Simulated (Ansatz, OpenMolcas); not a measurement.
**Worked example: vertical energy of the triplet above the singlet of SiHCl3 (trichlorosilane)**

SiHCl3 has 5 atoms, charge 0, and is taken as a singlet. As SMILES, `Cl[SiH](Cl)Cl`. The coordinates come from a PBE0-D4/def2-TZVP relaxation.

```xyz
5

Cl    1.6909   -0.5714    0.8919
Si   -0.0813   -0.0127    0.0754
Cl    0.0177    1.9337   -0.4913
Cl   -0.4760   -1.1705   -1.5442
H    -1.1513   -0.1791    1.0681
```

Both states at this one shape; open shells run unrestricted unless said. 1 Eh = 27.2114 eV.

| level | program | singlet SiHCl3 (Eh) | triplet SiHCl3 (Eh) |
| --- | --- | --- | --- |
| TPSS/def2-SVPD | OpenMolcas | -1670.422246 | -1670.165580 |
| PBE-QIDH/def2-SVPD, 20 core orbitals frozen | Ansatz | -1669.379879 | -1669.078445 |
| RPA@PBE0/def2-SVPD, 20 core orbitals frozen | Ansatz | -1668.418120 | -1668.133617 |

Work out the vertical gap, second state less first, at each level.


1. TPSS/def2-SVPD: -1670.165580 − (-1670.422246) = 0.256666 Eh = 6.98 eV.
2. PBE-QIDH/def2-SVPD: -1669.078445 − (-1669.379879) = 0.301434 Eh = 8.20 eV.
3. RPA@PBE0/def2-SVPD: -1668.133617 − (-1668.418120) = 0.284503 Eh = 7.74 eV.

No measured value is set beside it here; the levels span 6.98 to 8.20 eV.
